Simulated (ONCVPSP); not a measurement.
Varying the ONCV potential for Mo

Base potential:

ONCVPSP 4.0.1 input, shortened (lines: element, Z, core and valence counts, functional; n l f; lmax; l rc ep ncon nbas qcut; lloc lpopt rc5 dvloc0; l nproj debl; icmod fcfact rcfact), PBEsol, scalar-relativistic:

```
  Mo 42.00    6    3  -116133      upf
    1    0    2.00
    2    0    2.00
    2    1    6.00
    3    0    2.00
    3    1    6.00
    3    2   10.00
    4    0    2.00
    4    1    6.00
    4    2    5.00
    2
    0    1.75    0.00    4    8    5.80
    1    1.25    0.00    4    8    6.10
    2    1.85    0.00    3    8    7.00
    4    3    0.90    0.00
    0    2    0.60
    1    2    2.40
    2    3    0.70
    3    4.75    1.60
```

In the s channel the program set the typed energies aside and used -2.611, 0.250 Ha.

Cutoffs, loose and tight: the cutoffs (Ha) at which the residual kinetic energy of the hardest occupied pseudo-wave falls to 1 and 0.1 mHa per electron. They do not see the model core or the augmentation charge, which bear on the density cutoff. Test errors are all-electron minus pseudo excitation energies from the reference, over the configurations 4s2 4p6 4d5 5s1; 4s2 4p6 4d4; 4s2 4p6 4d3; 4s2 4p6 4d4 5s1 5p1. A dash means not determined; rows that change the core or the reference have their own tests.

A true bound ghost makes a file unfit for plane-wave use even where its test errors are small: the radial tests pick states by their node count and pass the ghost by.

| change | outcome | cutoff, loose | cutoff, tight | bound ghosts | GHOST(+) flags above zero | largest test error (meV) |
| --- | --- | --- | --- | --- | --- | --- |
| base | generated, projector energies reset by the program | 75 Ha | 129 Ha | none | s, d | +7.6 |
| local potential polynomial inside 0.90 bohr (lpopt 3, dvloc0 -2.5 Ha) | generated, projector energies reset by the program | 75 Ha | 129 Ha | none | s, d | +7.3 |
| local potential polynomial inside 0.90 bohr (lpopt 3, dvloc0 -1 Ha) | generated, projector energies reset by the program | 75 Ha | 129 Ha | none | s, d | +7.5 |
| local potential polynomial inside 0.90 bohr (lpopt 3, dvloc0 1 Ha) | generated, projector energies reset by the program | 75 Ha | 129 Ha | d | s | +7.9 |
| local potential polynomial inside 0.90 bohr (lpopt 3, dvloc0 2.5 Ha) | generated, projector energies reset by the program | 75 Ha | 129 Ha | d | s | +8.7 |
| local potential polynomial inside 0.90 bohr (lpopt 3, dvloc0 6.5 Ha) | generated, projector energies reset by the program | 75 Ha | 129 Ha | none | d | +4.8 |
| local potential polynomial inside 0.90 bohr (lpopt 3, dvloc0 7 Ha) | generated, projector energies reset by the program | 75 Ha | 129 Ha | none | none | +5.1 |
| local potential polynomial inside 0.90 bohr (lpopt 3, dvloc0 9 Ha) | generated, projector energies reset by the program | 75 Ha | 129 Ha | none | s | +5.8 |

What comes out with this change to the base: local potential polynomial inside 0.90 bohr (lpopt 3, dvloc0 4 Ha)?

outcome: generated, projector energies reset by the program; cutoff, loose: 75 Ha; cutoff, tight: 129 Ha; bound ghosts: d; GHOST(+) flags above zero: s; largest test error (meV): +15.

Reading the sweep of the dvloc0 (base included, trends over the rows without a ghost): The loose cutoff stays near 75 Ha. The median size of the test errors (rows with all tests solved) stays near 0.5 meV. Bound ghosts are found at 1, 2.5, 4 Ha.
